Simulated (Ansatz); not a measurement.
Program: Ansatz. Geometries: PBE0-D4/def2-TZVP. ΔE: electronic, gas phase. CCSD(T)/CBS is the MP2 limit (def2-TZVPP, def2-QZVPP) plus CCSD(T) − MP2 in def2-TZVPP, frozen cores. DFT in def2-TZVPP. B3LYP here is the variant with VWN-RPA as its local correlation; programs differ in this. For Se outer-core shells are correlated without core-valence functions, which leaves a few kJ/mol of doubt a bond. Scalar relativity is left out up to krypton. Each species was taken in one conformer, which may not be the lowest.

`N=C([SeH])[SiH2]Cl` + `NBCN` → `NBC[SiH2]Cl` + `N=C(N)[SeH]`  (redistribution)

Task: Is it downhill or uphill in electronic energy at CCSD(T)/CBS, and by how much? (Best estimate.)

Result: Ansatz gave: Downhill: ΔE = -102.9 kJ/mol.

Task: What do these levels give: r2SCAN-D4, PBE0-D4, B3LYP-D4, ωB97X-V, PBE, B3LYP, HF/def2-TZVPP, MP2/def2-TZVPP, SCS-MP2/def2-TZVPP, CCSD(T)/def2-TZVPP, MP2/def2-QZVPP, HF/CBS(def2)? (Best estimate.)

Result: Computed: r2SCAN-D4 -118.4, PBE0-D4 -113.8, B3LYP-D4 -107.9, ωB97X-V -109.8, PBE -110.3, B3LYP -107.1, HF/def2-TZVPP -107.6, MP2/def2-TZVPP -112.5, SCS-MP2/def2-TZVPP -106.0, CCSD(T)/def2-TZVPP -104.0, MP2/def2-QZVPP -111.6, HF/CBS(def2) -106.6 kJ/mol.

Largest T1 diagnostic among the species: 0.012.
